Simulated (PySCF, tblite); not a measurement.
Compound: C5H4ClO2 (charge -1).
Structure used (GFN2-xTB), in Å, numbered top down from 1:
```
atom  x, y, z in Å
C1    -1.9667    0.2312    0.0104
C2    -0.4820    0.0948   -0.0026
C3     0.3276   -0.9923    0.0667
C4     1.6515   -0.5051    0.0105
Cl5    3.0743   -1.4873    0.0634
C6     1.6304    0.8867   -0.0934
O7     2.5057    1.7559   -0.1714
O8     0.2744    1.2408   -0.1000
H9    -2.4177   -0.7557    0.0903
H10   -2.3254    0.7107   -0.9038
H11   -2.2976    0.8398    0.8556
H12    0.0266   -2.0203    0.1482
```

Computed geometry: GFN2-xTB, gas phase.

Masses are those of the commonest isotopes; rigid-rotor values at the optimised geometry. 

What are A, B and C (GHz)?

Ia = 156.24, Ib = 400.82, Ic = 553.92 u·Å²; 505379 MHz·u·Å²/I gives 3235, 1261 and 912.4 MHz, that is A = 3.2346, B = 1.2609, C = 0.9124 GHz.

Classify the top.

An asymmetric top: κ = (2 × 1261 − 3235 − 912.4)/(3235 − 912.4) = -0.70.

What does the inertial defect say?

Not planar: Δ = Ic − Ia − Ib = -3.14 u·Å². For a rigid frame Δ = −2 Σ m c², so Σ m c² = 1.57 u·Å² lies off the ab plane, practically all of it from hydrogen. The atom farthest from that plane is 0.88 Å away.

Give the other two planar moments, Paa and Pbb, and the rms extents of the mass along the axes.

Paa = Σ m a² = (Ib + Ic − Ia)/2 = 399.25 and Pbb = Σ m b² = (Ia + Ic − Ib)/2 = 154.67 u·Å². With the mass M = 130.99 u, the rms extents √(P/M) along a, b and c are 1.75, 1.09, 0.11 Å.

Its GFN2-xTB frequencies are all real (lowest 74 cm⁻¹). Constants of a rigid frame at the computed geometry: no zero-point averaging, no centrifugal distortion.
